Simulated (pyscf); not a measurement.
•H₂C–SeH → H₃C–Se•, a hydrogen shift (doublet surface; H–Se broken, C–H formed). Single points on ωB97X-D3(BJ)/def2-SVP structures (PySCF, gas phase). Correlated levels are frozen-core, on RHF or UHF. ΔMP2 is the change of the MP2 total energy from the triple- to the quadruple-zeta basis. Energies in kcal/mol from the reactant's lowest minimum found.

AM1 to PM7: differences of heats of formation from MOPAC. Open shells are spin-unrestricted. 

Problem. In single points PM6 puts the saddle at 29.3 kcal/mol and the reaction energy at -0.4 kcal/mol. Should these be trusted to within a few kcal/mol? Compare with CCSD(T)/def2-TZVPP + ΔMP2(QZVPP).

Solution. CCSD(T)/def2-TZVPP + ΔMP2(QZVPP) gives ΔE‡ = 26.6 kcal/mol and ΔE = -20.8 kcal/mol. PM6 lies 2.7 kcal/mol over it in the barrier and 20.3 kcal/mol over it in the reaction energy, so on this step it does not hold to within 3.0 kcal/mol. CCSD(T)/def2-TZVPP + ΔMP2(QZVPP) has limits of its own. One saddle was located; it need not be the lowest between these sides. The CCSD(T) − MP2 part came from Ansatz, without density fitting, on the same reference. The frozen core leaves the outer d or s,p core shells of the metals and heavy elements correlated in the MP2 and CC values, and def2-TZVPP describes them poorly, which can shift differences by a few kcal/mol. In the def2 sets elements up to Kr have no core potential.
